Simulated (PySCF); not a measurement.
H2BiBr, SMILES [Br][BiH2], PBE0/def2-SVP optimised geometry.

```
4

Bi    -0.90    -0.90     0.00
H      0.90    -0.90     0.00
H     -0.88     0.90     0.00
Br    -1.09    -1.09    -2.62
```

Density from PBE0/def2-TZVP, def2 effective core potentials past Kr (PySCF) at that geometry. The core electrons that the potentials of Bi replace are not part of the density.

Minimum of the electron density along straight lines between bonded atoms, close to the bond critical point (lines longer than 1.1 times the sum of covalent radii, or with two minima, are not listed):

| bond | length / Å | ρ at the minimum / e bohr⁻³ | ∇²ρ there / e bohr⁻⁵ | position (fraction from the first atom) |
|---|---|---|---|---|
| Bi1–H2 | 1.801 | 0.111 | 0.02 | 0.65 |
| Bi1–H3 | 1.801 | 0.111 | 0.02 | 0.65 |
| Bi1–Br4 | 2.629 | ___ | ___ | 0.48 |

### Question
Fill in the missing entries.

### Answer

- Bi1–Br4, ρ at the minimum / e bohr⁻³: 0.069
- Bi1–Br4, ∇²ρ there / e bohr⁻⁵: 0.08
